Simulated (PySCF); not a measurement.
# Ionisation energy of V⁸⁺ by level of theory

V⁸⁺ [Ne] 3s2 3p3 [3p1/2^2 3p3/2^1, M_J = 3/2] → V⁹⁺ [Ne] 3s2 3p2 [3p1/2^2, M_J = 0], as a difference of total energies. Calculation: PySCF 2.14, in an even-tempered Gaussian basis (20 s from 0.43 bohr⁻², ratio 2.4; 13 p from 0.56 bohr⁻², ratio 2.4; 5 d from 3.3 bohr⁻², ratio 2.6; 4 f from 4.9 bohr⁻², ratio 2.6); the two-component X2C-1e Hamiltonian. Correlated levels: 1s2 frozen; the 52 highest virtual spinors dropped. "Screened" scales the spin-orbit matrix elements by Boettger's factors to mimic the two-electron term; Breit and QED terms are absent.

| method | ionisation energy (eV) |
| --- | --- |
| GHF (spin-free) | 203.80 |
| GMP2 (spin-free) | 204.26 |
| GHF (screened spin-orbit) | 203.35 |
| GMP2 (screened spin-orbit) | 203.80 |

Problem. How much does correlation contribute at GMP2 (screened spin-orbit)?

Solution. 203.80 − (203.35) = 0.45 eV, measured against GHF (screened spin-orbit).

The labels give the starting determinants; with spin-orbit coupling the two ends relaxed to ⟨J²⟩ = 3.75, ⟨L²⟩ = 0.02, ⟨S²⟩ = 3.73 and ⟨J²⟩ = 1.54, ⟨L²⟩ = 1.98, ⟨S²⟩ = 1.97.

The determinant of V⁹⁺ mixes levels of different J (the jj label is only the starting occupation), so the difference between spin-free and spin-orbit rows is not the physical spin-orbit shift.

For comparison: 206 ± 0.4 eV (semi-empirical (NIST evaluation); NIST Atomic Spectra Database, ionization energies).
